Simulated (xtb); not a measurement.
F4HSTa, SMILES [F][Ta]([F])([F])([F])[SH], multiplicity 1. All values are semi-empirical tight-binding results from xtb (GFN2-xTB unless named), good for trends rather than for accurate numbers. The structure is a stationary point at GFN2-xTB. The multiplicity is an assumed one; no other spin state was optimised. The structure was generated by enumeration; whether it is a known compound was not checked. One conformer was computed; it need not be the lowest.

Optimised geometry:

Bonded distances (Å): Ta1–F2 1.808, Ta1–F3 1.794, Ta1–F4 1.825, Ta1–F5 1.825, Ta1–S6 2.416, S6–H7 1.332. Angles (°): F2–Ta1–F3 174.8, F2–Ta1–F4 90.1, F2–Ta1–F5 90.1, F2–Ta1–S6 86.6, F3–Ta1–F4 91.4, F3–Ta1–F5 91.4, F3–Ta1–S6 88.2, F4–Ta1–F5 144.8, F4–Ta1–S6 107.6, F5–Ta1–S6 107.6, Ta1–S6–H7 98.6.

For metal compounds this method's bond lengths and energies can be far off.

Computed properties:
The point group as xtb finds it is Cs, the orbital gap is 3.24 eV and the zero-point energy is 9.5 kcal/mol. The G − E(el) at 298.15 K (modified RRHO) is -12.8 kcal/mol.

Give the atomic charges and the Wiberg bond orders between heavy atoms. (Estimate from the structure and the level; the computed values follow.)

charges (e) Ta1 1.59, F2 -0.43, F3 -0.41, F4 -0.40, F5 -0.40, S6 -0.16, H7 0.22. Bond orders Ta1–F2 0.89, Ta1–F3 0.91, Ta1–F4 0.91, Ta1–F5 0.91, Ta1–S6 1.34.
